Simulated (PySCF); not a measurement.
Compound: C8H7F3S.
Atom-mapped SMILES: `[CH:1]#[C:2][C@H:3]1[CH2:4][CH:5]=[C:6]([S:7][C:8]([F:9])([F:10])[F:11])[CH2:12]1` (hydrogens: H13 on C1; H14 on C3; H15, H16 on C4; H17 on C5; H18, H19 on C12)

Computed by this run: PySCF 2.14.0, PBE0-D3(BJ)/def2-SVP geometry optimisation, gas phase; density fitting, grid level 1; the optimiser is geomeTRIC in internal coordinates, started from a GFN2-xTB structure.

At the end of the run (lengths in Å): C1–H13 1.074, C5–H17 1.090, C5=C6 1.340, C1≡C2 1.211, C4–H16 1.105, C12–H19 1.104, C6–S7 1.758, S7–C8–F10 107.2°, C1–C2–C3 179.8°, F10–C8–F11 108.6°, C2–C3–C12 111.4°, C2–C3–C4–C5 97°, C3–C4–C5–C6 16°, C4–C5–C6–S7 176°, H15–C4–C3–C2 -26°, H18–C12–C3–C2 25°.

**Question.** These geometries were met on the way; a selection of coordinates is given. Order them by energy above the end point, lowest first.
A. C1–H13 1.049, C5–H17 1.074, C5=C6 1.324, C1≡C2 1.196, C4–H16 1.093, C12–H19 1.093, C6–S7 1.769, S7–C8–F10 109.3°, C1–C2–C3 178.6°, F10–C8–F11 107.3°, C2–C3–C12 110.2°, C2–C3–C4–C5 102°, C3–C4–C5–C6 11°, C4–C5–C6–S7 180°, H15–C4–C3–C2 -19°, H18–C12–C3–C2 19°
B. C1–H13 1.075, C5–H17 1.091, C5=C6 1.339, C1≡C2 1.210, C4–H16 1.105, C12–H19 1.104, C6–S7 1.755, S7–C8–F10 106.2°, C1–C2–C3 178.5°, F10–C8–F11 108.3°, C2–C3–C12 110.8°, C2–C3–C4–C5 102°, C3–C4–C5–C6 11°, C4–C5–C6–S7 179°, H15–C4–C3–C2 -19°, H18–C12–C3–C2 19°
C. C1–H13 1.074, C5–H17 1.090, C5=C6 1.339, C1≡C2 1.211, C4–H16 1.106, C12–H19 1.104, C6–S7 1.755, S7–C8–F10 107.0°, C1–C2–C3 178.9°, F10–C8–F11 108.7°, C2–C3–C12 111.5°, C2–C3–C4–C5 97°, C3–C4–C5–C6 16°, C4–C5–C6–S7 176°, H15–C4–C3–C2 -25°, H18–C12–C3–C2 24°

**Answer.** C (0.004 eV), B (0.019 eV), A (0.093 eV).

```tsv
step	E above end (eV)	rms distance from the end, all atoms (Å)	largest force (eV/Å)	rms shift of all bonds from the end (Å)
7	0.004	0.080	0.078	0.001
1	0.019	0.283	0.307	0.003
0	0.093	0.372	1.245	0.011
```

Rows stand in the order of the answer.
